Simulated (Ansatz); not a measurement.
Stepwise reaction of `C[Se][Al]([Cl])[Cl]` with hydrogen fluoride, as a gas-phase model of exchange steps in deposition or etching. ΔE in kJ/mol.

Calculated with Ansatz (gas phase, PBE0-D4/def2-TZVP geometries, no zero-point term in ΔE). CCSD(T)/CBS is the MP2 limit (def2-TZVPP, def2-QZVPP) plus CCSD(T) − MP2 in def2-TZVPP, frozen cores. This one scheme is used for every species. Functionals use def2-TZVPP. B3LYP here is the variant with VWN-RPA as its local correlation; programs differ in this. For Se outer-core shells are correlated without core-valence functions, which leaves a few kJ/mol of doubt a bond. Scalar relativity is left out up to krypton. One conformer a species, not always the lowest.

```csv
step,reaction,PBE-D4,B3LYP-D4,ωB97M-V,CCSD(T)/CBS
2,`C[Se][Al]([F])[Cl]` + H–F → `C[Se][Al]([F])[F]` + HCl,-16.3,-21.9,-19.6,-17.4
```

Question: Give the row of step 1, `C[Se][Al]([Cl])[Cl]` + H–F → `C[Se][Al]([F])[Cl]` + HCl. (Estimate.)

Answer: The calculation gave: 
```json
{"step": "1", "reaction": "`C[Se][Al]([Cl])[Cl]` + H–F → `C[Se][Al]([F])[Cl]` + HCl", "PBE-D4": "-16.3", "B3LYP-D4": "-22.7", "ωB97M-V": "-20.5", "CCSD(T)/CBS": "-17.4"}
```

Question: By hand: ΔE of the 2 steps together at CCSD(T)/CBS.

Answer: (-17.4) + (-17.4) = -34.8 kJ/mol, or -17.4 kJ/mol a step.

In ΔE the steps differ by no more than 0.0 kJ/mol. All are downhill at CCSD(T)/CBS. PBE-D4 differs from CCSD(T)/CBS by 1.1 to 1.1 kJ/mol a step. Isolated molecules leave out the surface, adducts and barriers. Largest T1 diagnostic: 0.011.
